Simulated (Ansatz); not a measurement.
C₃H₈Si, SMILES `CC1C[SiH2]1`. The species carries charge 0 and has multiplicity 1.

Z-matrix (Å, degrees):
```
C
C 1 1.507
H 1 1.094 2 111.3
H 1 1.096 2 111.2 3 -119.5
H 1 1.092 2 111.5 3 119.9
C 2 1.542 1 117.7 3 47.0
Si 2 1.854 1 122.8 3 -30.1
H 2 1.088 1 113.8 3 -177.1
H 6 1.085 2 117.0 1 132.0
H 6 1.087 2 115.5 1 -4.4
H 7 1.479 2 120.3 1 -147.2
H 7 1.479 2 118.8 1 3.9
```

(1) What are the harmonic wavenumbers in cm⁻¹ at PBE0-D4/def2-TZVP (Ansatz, finite differences of forces, unscaled)? (Best estimate.)

(2) Is this a minimum?

(3) Give the ideal-gas thermochemistry at 298.15 K and 1 bar (rigid rotor, harmonic oscillator; point group C1, symmetry number 1).

(4) Rotational constants (cm⁻¹)?

Results:

(1) Computed: 196, 236, 327, 474, 545, 616, 653, 677, 785, 867, 912, 935, 971, 979, 1102, 1130, 1182, 1336, 1405, 1424, 1483, 1491, 2252, 2273, 3029, 3091, 3114, 3128, 3137, 3209.

(2) Yes, all 30 modes are real.

(3) Zero-point energy 257.0 kJ/mol; H(298) − E = 274.0 kJ/mol; entropy 303.6 J/(mol·K), of which translation 162.2, rotation 104.7, vibration 36.7; G(298) − E = 183.5 kJ/mol.

(4) 0.3593, 0.1476, 0.1231.
